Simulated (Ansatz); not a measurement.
Mulliken charges of `[OH][Ga]([F])[Cl]` from PBE/def2-TZVPP in Ansatz (PBE0-D4/def2-TZVP geometry).

```
atom   x (Å)   y (Å)   z (Å)  charge (e)
  O1   0.566   0.633  -1.089      -0.331
 Ga2  -0.015  -0.256   0.316       0.643
  F3  -1.632   0.052   0.889      -0.317
 Cl4   1.170  -1.672   1.321      -0.190
  H5  -0.090   1.243  -1.437       0.195
```

Q: By hand: the dipole of these point charges (1 e Å = 4.8032 D).

A: Σ q r = (0.081, 0.169, -0.249) e Å, of length 0.312 e Å = 1.50 D.

Q: How does the dipole of the full density compare? (Estimate.)

A: Ansatz gave: (-0.021, 0.171, -0.192) e Å, 1.24 D; the point charges give 1.21 times that, at 21° from its direction.

Point charges leave out the atoms' own dipoles, such as those of lone pairs, and Mulliken's split depends on the basis, so the two needn't agree.
